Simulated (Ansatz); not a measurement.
A run for Ansatz (a first-principles code): R-B3LYP/def2-TZVPPD on C4H10O (a complex), monomers drawn apart or pushed together. Files ending in .json are basis or fitting sets from the Basis Set Exchange.

Ansatz 0.2 input:
```yaml
crystal:
  periodic: [false, false, false]
  atoms:
    - {symbol: C, position_ang: [-0.44378606, 0.26334721, 0.86129778]}
    - {symbol: C, position_ang: [0.71425943, -0.14896037, 0.36590407]}
    - {symbol: H, position_ang: [-0.82173161, -0.10254413, 1.80829003]}
    - {symbol: H, position_ang: [-1.05551818, 0.98643933, 0.33427706]}
    - {symbol: H, position_ang: [1.09652573, 0.21700552, -0.57961663]}
    - {symbol: H, position_ang: [1.32753172, -0.87556928, 0.88562476]}
    - {symbol: C, position_ang: [-0.67982898, 0.97747735, 6.51753945]}
    - {symbol: O, position_ang: [-0.65638926, -0.39697504, 6.19760652]}
    - {symbol: C, position_ang: [0.65147758, -0.92705733, 6.20250219]}
    - {symbol: H, position_ang: [-0.10507013, 1.56567055, 5.79095171]}
    - {symbol: H, position_ang: [-0.26955218, 1.16059379, 7.51909771]}
    - {symbol: H, position_ang: [-1.71976926, 1.29965832, 6.49490245]}
    - {symbol: H, position_ang: [1.29317644, -0.41116376, 5.47726015]}
    - {symbol: H, position_ang: [0.57774344, -1.97898002, 5.93064121]}
    - {symbol: H, position_ang: [1.11133854, -0.84463905, 7.19586535]}
basis:
  gaussian:
    orbitals: def2-TZVPPD.json
hamiltonian:
  xc: {name: B3LYP}
scf: {lower_state_search: off}
```

Program output:

```
WARN ansatz: RAYON_NUM_THREADS=1 ignored (pool sized by the plan → 1); use --threads N
Functional definition: B3LYP
these checks for a lower state are left out or cut short: stability, starts, cluster_reference, orbital_swaps, neighbouring_geometries, increment
integrals: 0.27 GiB planned
1470 factors; their error is unknown
mean field: 1.67 GiB planned
mean field evaluation 1: about -6347.5075 eV, gradient 7.4e1 eV
mean field evaluation 2: about -6339.2652 eV, gradient 9.4e1 eV
mean field evaluation 4: about -6359.9044 eV, gradient 5.8e0 eV
mean field evaluation 8: about -6359.9611 eV, gradient 9.2e-2 eV
mean field evaluation 16: about -6359.9269 eV, gradient 4.6e-5 eV
mean field -6359.92693057 eV, -233.7230037850 hartree, gradient 4.3e-6 eV, S^2 0.000000; 0 other end points of the search recorded, 0 dependent functions left out
reference -6359.92730059 eV, -233.7230173829 hartree; 21, 21 occupied and 337, 337 virtual orbitals, 1470 factors
Total energy: -6359.92730059 eV, -233.7230173829 hartree
Checks for a lower state left out: stability, starts, cluster_reference, orbital_swaps, neighbouring_geometries, increment
```

Self-consistency was reached.

Cost: very roughly 8 core-seconds.
